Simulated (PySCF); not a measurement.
1,1,1-trifluoroethane (C₂H₃F₃), SMILES FC(C)(F)F. Geometry: B3LYP-D3(BJ)/def2-SVP.

Method: B3LYP-D3(BJ)/def2-SVP (PySCF 2.14.0).

Harmonic wavenumbers (cm⁻¹): 236, 366, 366, 544, 544, 605, 844, 976, 976, 1261, 1261, 1295, 1427, 1456, 1456, 3068, 3169, 3169. Rotational constants (GHz): 5.465, 5.171, 5.171; symmetry number 3.

Task: Work out the zero-point energy and the ideal-gas rigid-rotor harmonic-oscillator thermochemistry at 298.15 K and 1 atm.

Result: ZPE = ½ Σ hcν = ½ × 23019 cm⁻¹ = 137.68 kJ/mol. H − E(el) = 152.69 kJ/mol. Entropy in J/(mol K): translation 164.01, rotation 96.31, vibration 25.49, total 285.81. G − E(el) = 67.48 kJ/mol. Cp = 76.53 J/(mol K).
